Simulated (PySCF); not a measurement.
The scaffold silaethenyl-X carries different groups X. Isolated molecules, 0 K electronic values unless said otherwise. One relaxed conformer stands for each flexible species; it need not be the lowest. Strings in code marks are SMILES.

The S1–T1 gap (TDA) from two functionals at the same geometries (PBE0-D3(BJ)/def2-TZVP), both in PySCF: PBE-D3(BJ)/def2-TZVP and PBE0-D3(BJ)/def2-TZVP. Excitations are Tamm–Dancoff values on a coarser integration grid. The basis has no diffuse functions, so Rydberg states are missing or too high.

```csv
species,PBE-D3(BJ)/def2-TZVP (eV),PBE0-D3(BJ)/def2-TZVP (eV)
X = iodo (`C=[SiH]I`),1.29,1.72
X = carbamoyl (`O=C([SiH]=C)N` (C–Si–C–O torsion 180°)),1.03,1.63
X = thioformyl (`C=[SiH]C=S` (C–Si–C–S torsion 0°)),0.53,0.59
X = propynyl (`[SiH](C#CC)=C`),1.96,2.50
```

Over these rows, drawn at random from the members with no instability flagged (it was tested for open shells, ions and some series alone), PBE minus PBE0-D3(BJ): mean -0.41 eV, from -0.60 eV to -0.06 eV.
